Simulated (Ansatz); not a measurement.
Start from `C[SiH](F)[SnH3]` and change one atom or group to get `C[SiH](F)[GeH3]`.

Ansatz, PBE0-D4/def2-TZVP geometries, multiplicity 1. 

Elements past krypton have def2 core potentials. Scalar relativity is left out up to krypton.

| property | `C[SiH](F)[SnH3]` |
| --- | --- |
| HOMO energy (PBE0/def2-TZVPP) / eV | -7.73 |
| HOMO–LUMO gap (PBE/def2-TZVPP) / eV | 5.50 |
| size of the dipole moment (ωB97M-V/def2-TZVPP) / D | 1.64 |
| LUMO energy (PBE0/def2-TZVPP) / eV | -0.31 |
| HOMO energy (ωB97M-V/def2-TZVPP) / eV | -9.74 |
| HOMO–LUMO gap (ωB97M-V/def2-TZVPP) / eV | 11.10 |

(1) Give the same properties after the change, and the shifts. (Estimate.)

Answers

(1) Computed: 
| property | `C[SiH](F)[GeH3]` | shift |
| --- | --- | --- |
| HOMO energy (PBE0/def2-TZVPP) / eV | -8.01 | -0.28 |
| HOMO–LUMO gap (PBE/def2-TZVPP) / eV | 5.93 | 0.43 |
| size of the dipole moment (ωB97M-V/def2-TZVPP) / D | 1.60 | -0.04 |
| LUMO energy (PBE0/def2-TZVPP) / eV | -0.06 | 0.25 |
| HOMO energy (ωB97M-V/def2-TZVPP) / eV | -10.06 | -0.32 |
| HOMO–LUMO gap (ωB97M-V/def2-TZVPP) / eV | 11.78 | 0.68 |

With PBE0 the HOMO falls by 0.28 eV and the LUMO rises by 0.25 eV, so the gap widens by about 0.53 eV. PBE moves the HOMO by -0.21 eV and ωB97M-V by -0.32 eV. Dipoles are sizes alone; their direction can turn.
